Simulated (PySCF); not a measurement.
# Ions at one geometry of [Bi(HCN)]3+

PySCF 2.14.0, RKS PBE0, Bi def2-SVP with ECP60, N def2-SVP, C def2-SVP, H def2-SVP; non-relativistic Hamiltonian with scalar-relativistic core potentials where named; density fitting; no spin-orbit coupling; singlets restricted, open shells unrestricted. The geometry is relaxed for charge +3, singlet, vacuum:

```xyz
4

Bi    0.0000    0.0000   -0.2205
N     0.0000    0.0000    1.9570
C     0.0000    0.0000    3.1270
H     0.0000    0.0000    4.2520
```

Energies count from the relaxed state; an electron taken off or put on is at rest in vacuum. Charges and spins are Mulliken's.

```csv
state,energy (eV),spin squared,charge on Bi1 (e),spin on Bi1 (e),dipole about the centre of mass (D)
"charge +3, singlet, vacuum",0.00,0.00,2.42,0.00,9.05
"charge +4, doublet, vacuum",31.08,0.75,2.73,-0.02,17.10
```

What does the state charge +2, doublet, vacuum give?

energy (eV) -20.57, spin squared 0.75, charge on Bi1 (e) 1.62, spin on Bi1 (e) 0.98, dipole about the centre of mass (D) 7.40.

With an electron taken off (doublet) the charges change, summed by element, by Bi +0.31 e, N +0.34 e, C +0.27 e, H +0.08 e. The vertical ionisation energy is 31.08 eV, against −ε(HOMO) = 28.51 eV of the relaxed state. The level lies 2.6 eV too high, as is usual for semilocal functionals and global hybrids, which keep a self-interaction error.

With an electron put on (doublet) the charges change, summed by element, by Bi -0.80 e, N +0.03 e, C -0.17 e, H -0.05 e. The vertical electron affinity is 20.57 eV, against −ε(LUMO) = 22.96 eV of the relaxed state.

Open shells may have lower solutions than those found.
